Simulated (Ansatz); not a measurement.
Ideal-gas functions of C$_{2}$H$_{3}$OSi, SMILES `[C]#C[SiH2]O` radical at 600 K and 1 bar, from an Ansatz frequency run at PBE0-D4/def2-TZVP.

Molar mass 71.13 g/mol, point group C1 (symmetry number 1), electronic degeneracy 2, moments of inertia 27.722, 138.862, 159.684 u Å². Harmonic wavenumbers (cm⁻¹, unscaled): 122, 160, 213, 337, 610, 624, 728, 834, 902, 924, 962, 2155, 2236, 2279, 3924.

Use S(trans) = R[1.5 ln M + 2.5 ln T − 1.1517]; rotational temperatures θ = 24.2544 K / I; S(rot) = R[ln(√π/σ · √(T³/θAθBθC)) + 1.5]; for each mode x = 1.438777 ν̃/T, S = R[x/(eˣ − 1) − ln(1 − e⁻ˣ)] and H = RT x/(eˣ − 1); 1 cm⁻¹ = 0.0119627 kJ/mol; R = 8.31446 J/(mol·K).

Problem. By hand: the entropy, in J/(mol·K).

Solution. Translation 176.6. Rotation: θ = 0.8749, 0.1747, 0.1519 K, giving 112.7. Vibration, mode by mode: 18.56, 16.33, 13.99, 10.31, 5.86, 5.70, 4.66, 3.81, 3.35, 3.22, 2.99, 0.29, 0.25, 0.23, 0.01, in all 89.6. Electronic 5.8. Sum 384.7 J/(mol·K).

Problem. By hand: H − E and G − E in kJ/mol, counted from the electronic energy.

Solution. Zero-point energy ½ × 17010 × 0.0119627 = 101.7; thermal vibration 27.6; translation, rotation and pV give 4 RT = 20.0. H − E = 149.3 kJ/mol, and G − E = 149.3 − 600 × 384.7/1000 = -81.5 kJ/mol.

Vibration gives 23 % of the entropy, 18.6 J/(mol·K) of it from the mode under 150 cm⁻¹: soft modes count most, and the harmonic formula is weakest for them. The sum counts one conformer and one mirror image; others add a mixing term.
